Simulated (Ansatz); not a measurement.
A nudged elastic band was laid between two geometries of CH4BFO + H2 (10 atoms, charge 0, multiplicity 1).

Computed with Ansatz, RKS r2SCAN-D4/def2-SVP.

```
movable images  : 7
climbing image  : yes
spring          : 5.0 eV/Å²
optimiser       : quadratic models (default)
start path      : through a guess of the saddle point
force threshold : 0.05 eV/Å
iteration limit : 60
end points      : relaxed
```

Initial state:

```xyz
10
Properties=species:S:1:pos:R:3
B 0.011 -0.478 -0.118
O 0.213 -0.564 1.221
H -0.597 -0.426 1.726
F 1.100 -0.669 -0.868
C -1.353 -0.157 -0.823
H -2.226 -0.129 -0.153
H -1.279 0.826 -1.320
H -1.552 -0.886 -1.626
H -0.382 2.729 1.638
H -0.086 2.035 1.553
```

Final state:

```xyz
10
Properties=species:S:1:pos:R:3
B -0.018 0.431 -0.105
O -0.479 0.505 1.615
H 0.363 0.578 2.093
F 0.884 -0.618 -0.045
C -1.393 0.121 -0.828
H -1.829 -0.849 -0.525
H -2.148 0.908 -0.670
H -1.221 0.057 -1.916
H 0.498 1.533 -0.212
H -0.807 -0.385 1.823
```

(1) What changes between the two ends?

(2) Give the energies along the band, and the barrier.

(3) What is the geometry of the highest image?

Answers

(1) Bonds broken: H9–H10. Bonds formed: B1–H9, O2–H10. CH4BFO + H2 becomes CH6BFO.

(2) It converged. The highest image is number 3 of 0 to 8, 178.9 kJ/mol above the first end and 83.3 kJ/mol above the last; the last end lies 95.7 kJ/mol above the first. The profile has 2 maxima (images 3, 6) with wells between them (image 5): this band takes more than one step, which may be the mechanism or a detour left from its start path. Neighbouring images differ by up to 1.8 eV, so the band resolves the path poorly. A vibrational analysis at the climbing image gives one clearly imaginary mode, 1249i cm⁻¹: a first-order saddle point. The orbitals stay closed-shell, which can raise the energy where a bond breaks towards radicals; this wasn't checked here.

```json
{"image": "0", "path coordinate (Å)": "0.00", "energy (kJ/mol)": "0.0", "H9–H10 (Å)": "0.76", "B1–H9 (Å)": "3.68", "O2–H10 (Å)": "2.64"}
{"image": "1", "path coordinate (Å)": "1.66", "energy (kJ/mol)": "2.4", "H9–H10 (Å)": "0.76", "B1–H9 (Å)": "3.46", "O2–H10 (Å)": "2.64"}
{"image": "2", "path coordinate (Å)": "3.32", "energy (kJ/mol)": "2.8", "H9–H10 (Å)": "0.76", "B1–H9 (Å)": "2.92", "O2–H10 (Å)": "2.58"}
{"image": "3", "path coordinate (Å)": "4.98", "energy (kJ/mol)": "178.9", "H9–H10 (Å)": "1.05", "B1–H9 (Å)": "1.39", "O2–H10 (Å)": "1.24"}
{"image": "4", "path coordinate (Å)": "6.30", "energy (kJ/mol)": "102.7", "H9–H10 (Å)": "2.38", "B1–H9 (Å)": "1.23", "O2–H10 (Å)": "0.97"}
{"image": "5", "path coordinate (Å)": "7.62", "energy (kJ/mol)": "99.0", "H9–H10 (Å)": "2.47", "B1–H9 (Å)": "1.22", "O2–H10 (Å)": "0.97"}
{"image": "6", "path coordinate (Å)": "8.93", "energy (kJ/mol)": "102.6", "H9–H10 (Å)": "2.43", "B1–H9 (Å)": "1.23", "O2–H10 (Å)": "0.97"}
{"image": "7", "path coordinate (Å)": "10.25", "energy (kJ/mol)": "97.7", "H9–H10 (Å)": "2.78", "B1–H9 (Å)": "1.23", "O2–H10 (Å)": "0.97"}
{"image": "8", "path coordinate (Å)": "11.56", "energy (kJ/mol)": "95.7", "H9–H10 (Å)": "3.09", "B1–H9 (Å)": "1.22", "O2–H10 (Å)": "0.97"}
```

(3) 
```xyz
10
Properties=species:S:1:pos:R:3
B -0.011 0.189 0.061
O -0.072 0.044 1.640
H -0.997 -0.015 1.922
F 1.089 -0.446 -0.401
C -1.393 0.002 -0.677
H -1.706 -1.055 -0.606
H -2.205 0.626 -0.270
H -1.301 0.237 -1.749
H 0.296 1.542 0.170
H 0.151 1.155 1.140
```

The run took 8.3 min on 2 threads of Intel(R) Xeon(R) Platinum 8488C (Sapphire Rapids) (shared host), peak memory 0.16 GiB.
